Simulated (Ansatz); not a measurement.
Input and output for H3InO (`[OH][InH2]`).

```yaml
crystal:
  periodic: [false, false, false]
  atoms:
    - {symbol: O, position_ang: [0.829282, -0.830845, 0.776579]}
    - {symbol: In, position_ang: [-0.169392, 0.504190, -0.312407]}
    - {symbol: H, position_ang: [0.380686, -1.675833, 0.849399]}
    - {symbol: H, position_ang: [-1.661634, -0.055662, -0.945431]}
    - {symbol: H, position_ang: [0.670957, 1.984449, -0.409440]}
basis:
  gaussian: {orbitals: def2-mTZVP}
hamiltonian: {xc: {name: r2SCANh}, dispersion: d3bjatm, pseudopotentials: {relativity: scalar}}
output: {forces: true}
```

```sh
$ ansatz run in.yaml --threads 2 --pin off --events-out ev --progress --plain --max-ram 32768MiB --backend cpu
```

It prints (some lines left out):

```
Functional definition: r2SCANh
756 factors; integrals over basis functions are off by at most 1.0e-3 eV
mean field evaluation 1: about -7265.0575 eV, gradient 6.3e1 eV
mean field evaluation 2: about -7188.8288 eV, gradient 1.7e2 eV
mean field evaluation 4: about -7271.8222 eV, gradient 4.6e0 eV
mean field evaluation 8: about -7271.8809 eV, gradient 5.0e-1 eV
mean field evaluation 16: about -7271.8814 eV, gradient 2.2e-5 eV
mean field -7271.88138983 eV, -267.2367120181 hartree, gradient 2.2e-5 eV, S^2 0.000000; 0 other end points of the search recorded, 0 dependent functions left out
reference -7271.88140634 eV, -267.2367126247 hartree; 16, 16 occupied and 53, 53 virtual orbitals, 756 factors
Total energy: -7271.89604485 eV, -267.2372505801 hartree
Relativity: scalar
Atom 0 at     0.829282    -0.830845     0.776579 Å, force     0.212407     0.050006     0.101588 eV/Å
Atom 1 at    -0.169392     0.504190    -0.312407 Å, force    -0.095498     0.101185    -0.094065 eV/Å
Atom 2 at     0.380686    -1.675833     0.849399 Å, force    -0.093703    -0.182678     0.017765 eV/Å
Atom 3 at    -1.661634    -0.055662    -0.945431 Å, force    -0.040759     0.002748    -0.024251 eV/Å
Atom 4 at     0.670957     1.984449    -0.409440 Å, force     0.017552     0.028740    -0.001037 eV/Å
Dipole moment:    -0.321883     0.037653    -0.198214 e Å
```

Run time 1.7 s (2 threads of an AMD EPYC 7R13 on a shared host); peak host memory 0.17 GiB.
